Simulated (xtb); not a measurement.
TeF4, SMILES F[Te](F)(F)F. All values are semi-empirical tight-binding results from xtb (GFN2-xTB unless named), good for trends rather than for accurate numbers. Geometry optimised at GFN2-xTB. The isomer is the one that the SMILES or the coordinates give; other isomers of the formula were not compared.

Optimised geometry:

```xyz
5

Te     0.0000     0.0000     0.3467
F     -1.2304     1.2304    -0.5008
F      1.2304     1.2304    -0.5008
F      1.2304    -1.2304    -0.5008
F     -1.2304    -1.2304    -0.5008
```
Charge 0, spin multiplicity 1.

Computed properties:
| Property | Value |
|---|---|
| point group as xtb finds it | C4v |
| orbital gap | 6.35 eV |
| zero-point energy | 4.2 kcal/mol |
| G − E(el) at 298.15 K (modified RRHO) | -14.9 kcal/mol |
| static polarisability (D4 model) | 51.6 bohr³ |
| solvation energy, GFN2-xTB/ALPB(water) | 1.6 kcal/mol |
| solvation energy, GFN2-xTB/ALPB(dmf) | -1.6 kcal/mol |

Computed atomic charges and the Wiberg bond orders between heavy atoms:
charges (e) Te1 0.46, F2 -0.11, F3 -0.11, F4 -0.11, F5 -0.11. Bond orders Te1–F2 1.18, Te1–F3 1.18, Te1–F4 1.18, Te1–F5 1.18.
